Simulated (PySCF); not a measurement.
C5H6O, SMILES C=C1C=COC1. Geometry: PBE-D3(BJ)/def2-SVP. Other conformers were not sampled.

Computed equilibrium geometry at PBE-D3(BJ)/def2-SVP (PySCF confirms it by a frequency run) as a Z-matrix, and its point group (one conformer of several):
point group Cs.
```
C
C 1 1.3550
H 2 1.0998 1 120.84
H 2 1.1004 3 117.51 1 180.00
C 1 1.4577 2 129.39 3 0.00
C 5 1.3605 1 107.62 2 180.00
O 6 1.3563 5 115.05 1 0.00
H 5 1.0954 6 126.36 7 180.00
H 6 1.0988 7 114.70 5 180.00
C 7 1.4505 6 106.67 9 180.00
H 10 1.1109 7 107.93 6 121.62
H 10 1.1109 11 108.22 7 -116.56
```
Charge 0, spin multiplicity 1.
